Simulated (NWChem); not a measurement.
**Electron attachment to selenium dioxide (O₂Se)**

```xyz
3

O      1.3523     0.0000     0.5852
Se     0.0000     0.0000    -0.2754
O     -1.3523     0.0000     0.5852
```
Charge 0, spin multiplicity 1.

All runs are NWChem calculations. The geometry was optimised at PBE0/def2-SVP, a minimum by its harmonic frequencies.

Basis set: def2-TZVPD. The species with one electron more has spin multiplicity 2 and keeps the geometry of the parent. Δ marks differences of total energies (open shells unrestricted). −ε marks an orbital energy of the parent. That orbital need not have the symmetry of the hole or added electron in the Δ rows. The basis adds only a small set of diffuse functions.

The Hamiltonian is non-relativistic. B3LYP has NWChem's definition, with VWN1-RPA local correlation. The stability of the SCF solutions was not checked.

For the vertical electron affinity, −ε(LUMO) of BLYP gives 4.88 eV and G0W0@B3LYP gives 1.60 eV. What do −ε(LUMO) of BP86, ΔB3LYP, ΔBLYP give?

−ε(LUMO) of BP86: 5.07 eV; ΔB3LYP: 1.80 eV; ΔBLYP: 1.41 eV.
